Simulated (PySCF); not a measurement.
## Calculated data, CH4AlNSi, B4H5, B2H4NSi, CH4B2Cl

Calculation on a computer-drawn molecule: the log of a Hartree-Fock and frozen-core CCSD(T) single point meant for a local Hartree-Fock minimum, with one planted fault or none, to be diagnosed. Offsets are logged minus clean, where the clean run is the same molecule without the fault. The reference is restricted for singlets and unrestricted otherwise, and also for a bond in bohr or an excited solution. Adding or removing an electron swaps singlet and doublet. The excited solution moves the top pair (singlet) or top alpha electron (doublet) to the lowest empty orbital. Highest occupied and lowest empty are orbital energies over both spins, largest force is the largest gradient component, triples share is (T) over the correlation energy, the T1 limit is 0.02 restricted and 0.045 unrestricted, electrons count all cores, a negative frequency is imaginary (commonest isotopes), and the dipole is about the centre of nuclear charge. Program: PySCF 2.14.0.

Common to all runs: meant multiplicity 1; logged SCF converged yes; logged CC converged yes; logged SCF stable within its kind yes; possible faults no fault, one electron removed, one electron added, multiplicity raised by two, geometry at a saddle point, SCF held on an excited solution, minimal basis STO-3G, one bond length entered in bohr, all coordinates scaled.

(1) 
```xyz
8
formula=CH4AlNSi meant_charge=0 meant_basis=cc-pV(D+d)Z logged_electrons=44 logged_basis_functions=94 logged_spin_squared=1.2372 logged_highest_occupied=-7.7063 logged_lowest_empty=0.82328 logged_largest_force=0.051803 logged_T1_diagnostic=0.087284 logged_D1_diagnostic=0.44114 logged_triples_share=0.047856 logged_dipole_magnitude=2.3919 logged_energy_HF=-625.33436 logged_energy_CCSD(T)=-625.8402 planted_fault=one_bond_length_entered_in_bohr,row_7_of_the_drawn_bonds HF_energy_offset_from_clean_run=69.09 CCSD(T)_energy_offset_from_clean_run=77.38
Al    -1.3495    -1.0303    -2.2713
N      0.3071    -0.4565    -1.7534
C      0.4265     0.1992    -0.5231
Si    -0.4586     1.5779     0.0206
H      1.1857    -0.7887    -2.1125
H      1.1696    -0.1984     0.1689
H     -1.4830     2.2264    -0.8139
H     -0.3481     2.3026     2.6981
```

Units: logged_highest_occupied, logged_lowest_empty in eV; logged_largest_force in hartree/bohr; logged_dipole_magnitude in debye; logged_energy_HF, logged_energy_CCSD(T) in hartree; HF_energy_offset_from_clean_run, CCSD(T)_energy_offset_from_clean_run in kcal/mol.

Drawn bonds:
```tsv
atom	other atom	order
1	2	1
2	3	1
3	4	2
2	5	1
3	6	1
4	7	1
4	8	1
```

Notes: T1 above single-reference limit.

(2) 
```xyz
9
formula=B4H5 meant_charge=1 meant_basis=cc-pVDZ logged_electrons=24 logged_basis_functions=81 logged_spin_squared=2.0413 logged_highest_occupied=-14.351 logged_lowest_empty=-7.7997 logged_largest_force=0.0824 logged_T1_diagnostic=0.021427 logged_D1_diagnostic=0.05848 logged_triples_share=0.030749 logged_dipole_magnitude=0.97572 logged_energy_HF=-101.17591 logged_energy_CCSD(T)=-101.5221 planted_fault=multiplicity_raised_by_two HF_energy_offset_from_clean_run=46.72 CCSD(T)_energy_offset_from_clean_run=51.51
B     -0.6993     0.2734    -1.0164
B      0.8998     0.5996    -0.7283
B      2.0223    -0.6635    -0.5782
B      1.4376     2.2017    -0.5791
H     -1.8364     0.0415    -1.2213
H      2.5903    -1.0521    -1.5536
H      2.2334    -1.1244     0.5026
H      1.4521     2.7092     0.5013
H      1.8073     2.7813    -1.5552
```

Units: logged_highest_occupied, logged_lowest_empty in eV; logged_largest_force in hartree/bohr; logged_dipole_magnitude in debye; logged_energy_HF, logged_energy_CCSD(T) in hartree; HF_energy_offset_from_clean_run, CCSD(T)_energy_offset_from_clean_run in kcal/mol.

Drawn bonds:
```tsv
atom	other atom	order
1	2	1
2	3	1
2	4	1
1	5	1
3	6	1
3	7	1
4	8	1
4	9	1
```

(3) 
```xyz
9
formula=B4H5 meant_charge=1 meant_basis=cc-pVDZ logged_electrons=23 logged_basis_functions=81 logged_spin_squared=0.7815 logged_highest_occupied=-23.667 logged_lowest_empty=-14.311 logged_largest_force=0.056532 logged_T1_diagnostic=0.02502 logged_D1_diagnostic=0.066358 logged_triples_share=0.030655 logged_dipole_magnitude=4.1769 logged_energy_HF=-100.68339 logged_energy_CCSD(T)=-101.00946 planted_fault=one_electron_removed HF_energy_offset_from_clean_run=355.8 CCSD(T)_energy_offset_from_clean_run=373.2
B     -0.6993     0.2734    -1.0164
B      0.8998     0.5996    -0.7283
B      2.0223    -0.6635    -0.5782
B      1.4376     2.2017    -0.5791
H     -1.8364     0.0415    -1.2213
H      2.5903    -1.0521    -1.5536
H      2.2334    -1.1244     0.5026
H      1.4521     2.7092     0.5013
H      1.8073     2.7813    -1.5552
```

Units: logged_highest_occupied, logged_lowest_empty in eV; logged_largest_force in hartree/bohr; logged_dipole_magnitude in debye; logged_energy_HF, logged_energy_CCSD(T) in hartree; HF_energy_offset_from_clean_run, CCSD(T)_energy_offset_from_clean_run in kcal/mol.

Drawn bonds:
```tsv
atom	other atom	order
1	2	1
2	3	1
2	4	1
1	5	1
3	6	1
3	7	1
4	8	1
4	9	1
```

(4) 
```xyz
8
formula=B2H4NSi meant_charge=1 meant_basis=cc-pV(D+d)Z logged_electrons=35 logged_basis_functions=85 logged_spin_squared=0.7679 logged_highest_occupied=-8.3925 logged_lowest_empty=0.63446 logged_largest_force=0.070299 logged_T1_diagnostic=0.019529 logged_D1_diagnostic=0.069893 logged_triples_share=0.033864 logged_dipole_magnitude=0.62678 logged_energy_HF=-395.04271 logged_energy_CCSD(T)=-395.49442 planted_fault=one_electron_added HF_energy_offset_from_clean_run=-169.5 CCSD(T)_energy_offset_from_clean_run=-168.4
B      1.8986     1.9798    -0.1151
B      1.5154     0.3835    -0.2165
N      1.2303    -0.8048    -0.2918
Si     0.8153    -2.5399    -0.4016
H      2.1726     3.1206    -0.0428
H      0.2053    -2.8872     0.8878
H     -0.1211    -2.6564    -1.5262
H      2.0837    -3.2396    -0.6400
```

Units: logged_highest_occupied, logged_lowest_empty in eV; logged_largest_force in hartree/bohr; logged_dipole_magnitude in debye; logged_energy_HF, logged_energy_CCSD(T) in hartree; HF_energy_offset_from_clean_run, CCSD(T)_energy_offset_from_clean_run in kcal/mol.

Drawn bonds:
```tsv
atom	other atom	order
1	2	1
2	3	2
3	4	1
1	5	1
4	6	1
4	7	1
4	8	1
```

(5) 
```xyz
8
formula=B2H4NSi meant_charge=1 meant_basis=cc-pV(D+d)Z logged_electrons=34 logged_basis_functions=85 logged_spin_squared=0 logged_highest_occupied=-16.935 logged_lowest_empty=-6.3975 logged_largest_force=0.18843 logged_T1_diagnostic=0.023798 logged_D1_diagnostic=0.067685 logged_triples_share=0.035439 logged_dipole_magnitude=9.8962 logged_energy_HF=-394.68866 logged_energy_CCSD(T)=-395.12622 planted_fault=all_coordinates_scaled,by_-8.9_% HF_energy_offset_from_clean_run=52.65 CCSD(T)_energy_offset_from_clean_run=62.68
B      1.7296     1.8036    -0.1049
B      1.3805     0.3493    -0.1972
N      1.1208    -0.7331    -0.2658
Si     0.7428    -2.3139    -0.3659
H      1.9793     2.8428    -0.0389
H      0.1870    -2.6302     0.8088
H     -0.1104    -2.4200    -1.3904
H      1.8983    -2.9513    -0.5830
```

Units: logged_highest_occupied, logged_lowest_empty in eV; logged_largest_force in hartree/bohr; logged_dipole_magnitude in debye; logged_energy_HF, logged_energy_CCSD(T) in hartree; HF_energy_offset_from_clean_run, CCSD(T)_energy_offset_from_clean_run in kcal/mol.

Drawn bonds:
```tsv
atom	other atom	order
1	2	1
2	3	2
3	4	1
1	5	1
4	6	1
4	7	1
4	8	1
```

Notes: T1 above single-reference limit.

(6) 
```xyz
8
formula=CH4B2Cl meant_charge=1 meant_basis=cc-pV(D+d)Z logged_electrons=36 logged_basis_functions=85 logged_spin_squared=0 logged_highest_occupied=-16.725 logged_lowest_empty=-4.7963 logged_largest_force=0.02339 logged_T1_diagnostic=0.016469 logged_D1_diagnostic=0.050551 logged_triples_share=0.030975 logged_dipole_magnitude=8.0434 logged_energy_HF=-548.79848 logged_energy_CCSD(T)=-549.27449 planted_fault=all_coordinates_scaled,by_+3.6_% HF_energy_offset_from_clean_run=5.438 CCSD(T)_energy_offset_from_clean_run=3.488
B     -0.5770     0.6830     2.1873
C     -1.0015     0.7555     0.7216
B      0.0607     1.6576    -0.2208
Cl     0.9700     2.9991     0.5691
H     -0.2182     0.6209     3.3482
H     -1.9893     1.3368     0.6932
H     -1.2032    -0.2818     0.3028
H      0.1788     1.4142    -1.4160
```

Units: logged_highest_occupied, logged_lowest_empty in eV; logged_largest_force in hartree/bohr; logged_dipole_magnitude in debye; logged_energy_HF, logged_energy_CCSD(T) in hartree; HF_energy_offset_from_clean_run, CCSD(T)_energy_offset_from_clean_run in kcal/mol.

Drawn bonds:
```tsv
atom	other atom	order
1	2	1
2	3	1
3	4	1
1	5	1
2	6	1
2	7	1
3	8	1
```
